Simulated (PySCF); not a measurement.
Start geometry of `[Cl][AlH-]1[Cl+][AlH2-][Cl+]1` from a GFN2-xTB structure with every atom displaced at random (by about 0.01 Å) (Å):
```
atom  x, y, z in Å
Cl1   -3.014    0.947    0.341
Al2   -1.513   -0.265   -0.133
Cl3    0.007   -0.510    1.451
Al4    1.612    0.225    0.105
Cl5    0.066    0.637   -1.421
H6    -1.678   -1.663   -0.695
H7     2.109    1.564    0.657
H8     2.466   -0.955   -0.358
```

Q: What comes out of this run: PySCF 2.14.0, PBE0-D3(BJ)/def2-SVP geometry optimisation, gas phase?

A: 
```
atom  x, y, z in Å
Cl1   -2.9116    0.9406    0.4805
Al2   -1.4955   -0.5067   -0.0675
Cl3    0.1382   -0.4945    1.5377
Al4    1.6423    0.4143    0.0154
Cl5   -0.0338    0.3954   -1.5915
H6    -1.8757   -1.9669   -0.4856
H7     1.9166    1.9095    0.4259
H8     2.6755   -0.7110   -0.3690
```

The energy falls by 0.423 eV over 13 energy and gradient evaluations, the largest force component goes from 0.0329 to 3.7e-04 Eh/bohr, and the atoms move by 0.194 Å rms after alignment. Among the bonds, Cl1–Al2 and Al4–Cl5 change most and about equally (+0.110 to +0.111 Å). Bonds longer at the end by more than 0.005 Å: 8 of 8; shorter: 0. Among the angles that change most is Cl3–Al2–H6, from 103.8° to 111.4°. Among the dihedrals that turn most is H6–Al2–Cl5–Al4, from -99° to -113°. Rotational constants go from 2564, 1140, 870.4 to 2178, 1131, 862.5 MHz. The orientation of the end geometry is arbitrary; only internal coordinates are fixed.

The run used 105 basis functions and 71 SCF cycles in all.

Whether it is a minimum is left open (no frequencies).
